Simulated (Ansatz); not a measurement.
Born–Oppenheimer molecular dynamics of FGeH4 (6 atoms, charge 0, multiplicity 2). It starts at the highest image of a converged band, a first-order saddle point between two minima.

Theory: UKS PBE0/def2-TZVP in Ansatz 0.2.0.

```yaml
ensemble: NVE (velocity Verlet)
time_step: 0.5 fs
steps_asked: 200
starting_velocities_drawn_for: 100 K
seed: 6395
```

First frame:

```xyz
6
Properties=species:S:1:pos:R:3
Ge 0.001 0.000 -0.057
F 0.001 0.000 1.899
H 1.473 0.000 -0.475
H -0.736 1.276 -0.474
H -0.736 -1.276 -0.474
H -0.001 0.000 3.111
```

(1) How far do the bonds stretch over the last three quarters of this one trajectory? (Pairs bonded in most of those frames.)

Results:

(1) 
```csv
bond,mean (Å),spread (Å),shortest,longest
Ge1–F2,1.755,0.118,1.60,1.94
Ge1–H3,1.534,0.010,1.51,1.56
Ge1–H4,1.536,0.019,1.50,1.57
Ge1–H5,1.535,0.011,1.51,1.56
```

Mean temperature of the second half: 1410 K. The conserved energy stayed within 0.058 meV per atom of its start (net change -0.00033 meV per atom), so the integration is sound. The kinetic energy rose, since the run started high on the potential surface and went downhill. It ends in pieces (FGeH3 + H), so much of that is their flight and rotation, not heat. A run of 0.1 ps of so small a system gives no equilibrium averages.

The run took 3.1 min on 4 threads of Arm Neoverse V2 (shared host), peak memory 0.21 GiB.
